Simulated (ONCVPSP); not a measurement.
## S: excitation energies, all-electron against ONCV

| Quantity | Value |
| --- | --- |
| Element | sulfur (S) |
| Generator | ONCVPSP 4.0.1 |
| Type | optimised norm-conserving Vanderbilt (ONCV) |
| Functional | PBE |
| Relativity | scalar-relativistic |
| Frozen core | [Ne] |
| Valence charge | 6 |
| Reference configuration | 3s2 3p4 |
| Partial waves | 3s: rc 1.10 bohr, ncon 3, nbas 8, qcut 5 1/bohr, 3 projectors, debl 1.7 Ha; 3p: rc 1.60 bohr, ncon 4, nbas 7, qcut 4.6 1/bohr, 3 projectors, debl 3 Ha; d scattering state at 0.2 Ha: rc 1.50 bohr, ncon 4, nbas 9, qcut 6.8 1/bohr, 2 projectors, debl 0.8 Ha |
| Local potential | polynomial inside 0.95 bohr (lpopt 3, dvloc0 3 Ha) |
| Core correction | Teter function, fcfact 5, rcfact 1.8 |

Energies are relative to the spin-unpolarised reference configuration 3s2 3p4; without spin polarisation the order of configurations can differ from experiment.

| valence configuration | charge | ΔE all-electron (eV) | error AE − PS (meV) |
| --- | --- | --- | --- |
| 3s2 3p3 | +1 | 11.769 | -3.0 |
| 3s2 3p2 | +2 | 34.052 | -25 |

(1) What are ΔE and the potential's error for 3s2 3p1?

(2) What are ΔE and the potential's error for 3s1 3p5?

Note: ghosts flagged at negative energy: s at -213.2 eV; GHOST(+) flags only above 600 eV. A true bound ghost makes a file unfit for plane-wave use.

## Answers

(1) ΔE = 68.094 eV all-electron; the error (AE − PS) is -117 meV.

(2) ΔE = 10.311 eV all-electron; the error (AE − PS) is -7.2 meV.
